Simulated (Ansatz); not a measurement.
Program: Ansatz. Geometries: PBE0-D4/def2-TZVP. ΔE: electronic, gas phase. CCSD(T)/CBS is the MP2 limit (def2-TZVPP, def2-QZVPP) plus CCSD(T) − MP2 in def2-TZVPP, frozen cores. This one scheme is used for every species. Functionals use def2-TZVPP. B3LYP here is the variant with VWN-RPA as its local correlation; programs differ in this. For Ge outer-core shells are correlated without core-valence functions, which leaves a few kJ/mol of doubt a bond. Scalar relativity is left out up to krypton. Each species was taken in one conformer, which may not be the lowest.

Reaction (cleavage of the Si–Si bond): `S[SiH2][SiH2][GeH3]` + H₂S → `S[SiH2][GeH3]` + `[SiH3]S`

| level | ΔE (kJ/mol) | difference from CCSD(T)/CBS |
| --- | --- | --- |
| PBE-D4 | -34.0 | 9.8 |
| r2SCAN-D4 | -43.1 | 0.7 |
| PBE0-D4 | -37.3 | 6.5 |
| B3LYP-D4 | -42.4 | 1.4 |
| ωB97X-V | -44.6 | -0.8 |
| ωB97M-V | -48.3 | -4.5 |
| B2PLYP | -49.6 | -5.8 |
| PBE | -38.6 | 5.2 |
| r2SCAN | -44.7 | -0.9 |
| PBE0 | -41.8 | 2.0 |
| B3LYP | -49.5 | -5.7 |
| HF/def2-TZVPP | -60.9 | -17.1 |
| MP2/def2-TZVPP | -49.2 | -5.4 |
| SCS-MP2/def2-TZVPP | -51.2 | -7.4 |
| CCSD/def2-TZVPP | -44.4 | -0.6 |
| CCSD(T)/def2-TZVPP | -42.3 | 1.5 |
| HF/def2-QZVPP | -61.4 | -17.6 |
| MP2/def2-QZVPP | -50.2 | -6.4 |
| SCS-MP2/def2-QZVPP | -52.3 | -8.5 |
| HF/CBS(def2) | -61.5 | -17.7 |
| MP2/CBS(def2) | -50.7 | -6.9 |
| CCSD/CBS(def2) | -45.8 | -2.0 |
| CCSD(T)/CBS | -43.8 | 0 |

Largest T1 diagnostic among the species: 0.012.

In def2-TZVPP, CCSD(T) changes the Hartree–Fock value by +18.6 kJ/mol (the triples alone add +2.1 kJ/mol) and MP2 by +11.7 kJ/mol. The D4 term adds +7.2 kJ/mol with B3LYP and +4.5 kJ/mol with PBE0; it sums over pairs of atoms, weighted by their polarisabilities, and B3LYP, whose exchange is more repulsive, gets the larger term.
